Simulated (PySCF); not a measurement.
A calculated (UHF, PySCF 2.14, x2c-TZVPPall, scalar relativity by spin-free X2C-1e) atom or ion has these occupied shells.

```json
{"shell": "1s α", "electrons": "1", "orbital energy (eV)": "-54052.8", "rms radius, mean of both spins (bohr)": "0.0240"}
{"shell": "1s β", "electrons": "1", "orbital energy (eV)": "-54052.8", "rms radius, mean of both spins (bohr)": "0.0240"}
{"shell": "2s α", "electrons": "1", "orbital energy (eV)": "-9123.5", "rms radius, mean of both spins (bohr)": "0.0970"}
{"shell": "2s β", "electrons": "1", "orbital energy (eV)": "-9123.4", "rms radius, mean of both spins (bohr)": "0.0970"}
{"shell": "2p α", "electrons": "3", "orbital energy (eV)": "-8104.1", "rms radius, mean of both spins (bohr)": "0.0874"}
{"shell": "2p β", "electrons": "3", "orbital energy (eV)": "-8104.0", "rms radius, mean of both spins (bohr)": "0.0874"}
{"shell": "3s α", "electrons": "1", "orbital energy (eV)": "-2083.3", "rms radius, mean of both spins (bohr)": "0.250"}
{"shell": "3s β", "electrons": "1", "orbital energy (eV)": "-2080.5", "rms radius, mean of both spins (bohr)": "0.250"}
{"shell": "3p α", "electrons": "3", "orbital energy (eV)": "-1763.0", "rms radius, mean of both spins (bohr)": "0.250"}
{"shell": "3p β", "electrons": "3", "orbital energy (eV)": "-1759.8", "rms radius, mean of both spins (bohr)": "0.250"}
{"shell": "3d α", "electrons": "5", "orbital energy (eV)": "-1342.6", "rms radius, mean of both spins (bohr)": "0.230"}
{"shell": "3d β", "electrons": "5", "orbital energy (eV)": "-1339.3", "rms radius, mean of both spins (bohr)": "0.230"}
{"shell": "4s α", "electrons": "1", "orbital energy (eV)": "-438.78", "rms radius, mean of both spins (bohr)": "0.564"}
{"shell": "4s β", "electrons": "1", "orbital energy (eV)": "-431.56", "rms radius, mean of both spins (bohr)": "0.564"}
{"shell": "4p α", "electrons": "3", "orbital energy (eV)": "-330.84", "rms radius, mean of both spins (bohr)": "0.599"}
{"shell": "4p β", "electrons": "3", "orbital energy (eV)": "-322.89", "rms radius, mean of both spins (bohr)": "0.599"}
{"shell": "4d α", "electrons": "5", "orbital energy (eV)": "-179.83", "rms radius, mean of both spins (bohr)": "0.660"}
{"shell": "4d β", "electrons": "5", "orbital energy (eV)": "-169.51", "rms radius, mean of both spins (bohr)": "0.660"}
{"shell": "5s α", "electrons": "1", "orbital energy (eV)": "-59.752", "rms radius, mean of both spins (bohr)": "1.42"}
{"shell": "5s β", "electrons": "1", "orbital energy (eV)": "-56.743", "rms radius, mean of both spins (bohr)": "1.42"}
{"shell": "5p α", "electrons": "3", "orbital energy (eV)": "-31.649", "rms radius, mean of both spins (bohr)": "1.68"}
{"shell": "5p β", "electrons": "3", "orbital energy (eV)": "-29.109", "rms radius, mean of both spins (bohr)": "1.68"}
{"shell": "4f α", "electrons": "7", "orbital energy (eV)": "-13.722", "rms radius, mean of both spins (bohr)": "0.955"}
{"shell": "4f β", "electrons": "3", "orbital energy (eV)": "-9.511", "rms radius, mean of both spins (bohr)": "0.955"}
{"shell": "6s α", "electrons": "1", "orbital energy (eV)": "-5.290", "rms radius, mean of both spins (bohr)": "4.80"}
{"shell": "5d α", "electrons": "1", "orbital energy (eV)": "-3.312", "rms radius, mean of both spins (bohr)": "4.28"}
```

(1) Name the element and its charge.

Results:

(1) Dy (dysprosium, neutral), in [Xe] 4f10 5d1 6s1, one real determinant (an excited configuration).
